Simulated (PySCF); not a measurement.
**Two-component Hartree-Fock for Mn⁺ (manganese, charge +1)**

Start: [Ar] 3d4 4s1 4p1; 3d5/2 filled at m_j = -1/2, +1/2, +3/2, +5/2; 4s1/2 filled at m_j = +1/2; 4p3/2 filled at m_j = +3/2. Calculated with PySCF 2.14 in x2c-TZVPall-2c with one added diffuse shell each of s, p, d type (7s8p5d1f, 63 functions): generalised Hartree-Fock with the X2C-1e Hamiltonian and a Gaussian nucleus; one run each with spin-orbit coupling (SO) switched off, then screened by Boettger's factors. This is a chosen level, not necessarily the ground level.

```tsv
spinor shell	electrons	ε, spin-free (eV)	ε, screened SO (eV)	weight of nominal j (screened SO)	rms radius, screened SO (bohr)
1s1/2	2	-6615.3	-6615.3	1.000	0.0703
2s1/2	2	-821.28	-821.29	1.000	0.302
2p1/2	2	-694.76	-701.95	0.983	0.271
2p3/2	4	-694.76	-691.29	0.991	0.274
3s1/2	2	-122.12	-122.15	1.000	0.905
3p3/2	4	-83.797	-84.154	0.832	0.970
3p1/2	2	-83.797	-83.169	0.665	0.966
3d5/2	4	-33.048	-33.054	0.691	1.18
4s1/2	1	-18.688	-18.694	0.998	2.88
4p3/2	1	-13.089	-13.057	1.000	3.37
```

| quantity | spin-free | screened SO |
| --- | --- | --- |
| E (hartree) | -1156.80039 | -1156.81281 |
| M_J | 6 | 6 |
| ⟨J²⟩ | 42.013 | 42.013 |
| ⟨L²⟩ | 12.012 | 12.017 |
| ⟨S²⟩ | 12.001 | 11.998 |

Each row is a mean over spinors that exchange with the open shell spreads, by up to 14.654 eV (3p3/2).

Rows whose weight is well below 1 are mixtures of j = l ± 1/2: exchange outweighs spin-orbit coupling there, and the label is only the starting occupation.

Without spin-orbit coupling the j labels of p, d and f shells carry no meaning; the spin-free column gives the mean over the occupied spinors of each nl shell.
